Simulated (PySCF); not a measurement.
Computed data sheet: `c1(B(F)F)ccc(F)cc1`

C6H4BF3.
Atom-mapped SMILES: `[F:1][B:2]([F:3])[c:4]1[cH:5][cH:6][c:7]([F:8])[cH:9][cH:10]1` (hydrogens: H11 on C5; H12 on C6; H13 on C9; H14 on C10)

Among its groups: benzene ring, C–F bond and three-coordinate boron.

**PBE0-D3(BJ)/def2-SVP geometry optimisation, gas phase (PySCF)**

```
Point group                  : C2v
Rotational constants A, B, C : 3.679, 0.705, 0.592 GHz
```

**wB97X-D/def2-SVPD ground state and vertical TDDFT (core frozen in the response) (PySCF)**

```
Dipole moment                                                     : 1.00 D
HOMO energy                                                       : -9.53 eV
LUMO energy                                                       : 0.17 eV
HOMO–LUMO gap                                                     : 9.70 eV
Lowest singlet excitation                                         : 5.25 eV (236 nm, f = 0.002)
Strongest line among the 6 lowest singlet transitions             : S4 at 6.93 eV (179 nm, f = 0.633)
Static isotropic polarisability                                   : 81.1 au
Electronic spatial extent ⟨r²⟩ about the centre of nuclear charge : 1637 bohr²
```

Monoisotopic mass from the formula: 144.0358 u.

The largest Löwdin shares of the HOMO are 0.24 on C4, 0.19 on C7 and 0.11 on F8. The polarisability is 12.02 Å³ as a volume (1 au = 0.148185 Å³), or 1.13 au for each of the 72 electrons. With B = h/(8π²I), that is 505.379 GHz u Å² over I, the principal moments of inertia are 137.4, 716.9 and 854.3 u Å² (most abundant isotopes); the inertial defect Ic − Ia − Ib is 0.0 u Å² (zero for a rigid planar frame, negative otherwise). The principal polarisabilities are 49.4, 87.7 and 106.2 au; their mean is the isotropic value. Point group C2v permits a dipole; with 1.00 D the species has a pure rotational spectrum. S1 lies 4.45 eV below the HOMO–LUMO gap; its leading configuration is HOMO−1→LUMO, weight 0.57, beside HOMO→LUMO+1, weight 0.41. The 6 singlets span 5.25 to 7.37 eV, and their oscillator strengths add up to 1.18. In atomic units the dipole is 0.40 e·bohr (1 au = 2.5417 D).

For the TDDFT job (wB97X-D/def2-SVPD), cost: about 2 min of CPU time on one thread; the machine was shared, so the figure is rough.

Shape of the structure used: `[F:1][B:2]([F:3])[c:4]1[cH:5][cH:6][c:7]([F:8])[cH:9][cH:10]1`: F1–B2–C4–C5 0°.
